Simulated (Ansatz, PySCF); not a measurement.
Gas-phase reaction in SMILES: C[SiH](F)N[SiH3] -> C[Si@H](F)[N][SiH3] + H atom (the H-N bond at the site shown breaks; other sites are not compared here)
Geometries: B3LYP-D3(BJ)/def2-TZVP minima from Ansatz (a first-principles code), one conformer each, not searched for the lowest.

Property: bond dissociation energy (enthalpy at 298 K, with B3LYP-D3(BJ) rigid-rotor harmonic-oscillator terms from PySCF), in kcal/mol. Correlated levels leave the core frozen unless marked. Open shells are spin-unrestricted. No spin-orbit coupling. No relativistic terms. CBS(X,Y): correlation extrapolated as X^-3; Hartree-Fock from the larger set. [CCSD(T)-MP2]/basis is that difference in the basis named.

RI-MP2/CBS(cc-pV(T+d)Z,cc-pV(Q+d)Z)+[CCSD(T)-MP2]/cc-pV(T+d)Z (Ansatz) gives 112.4 kcal/mol.

**Question.** Another calculation gave 108.2 kcal/mol. Which level was it?
A) PBE0/def2-TZVPD (Ansatz)
B) B2GP-PLYP/def2-TZVPD (Ansatz)
C) SVWN5/def2-TZVPD (Ansatz)
D) BLYP/def2-TZVPD (Ansatz)

**Answer.** B, B2GP-PLYP/def2-TZVPD (Ansatz). The others give 117.1 (SVWN5), 105.3 (PBE0), 101.1 (BLYP) kcal/mol.
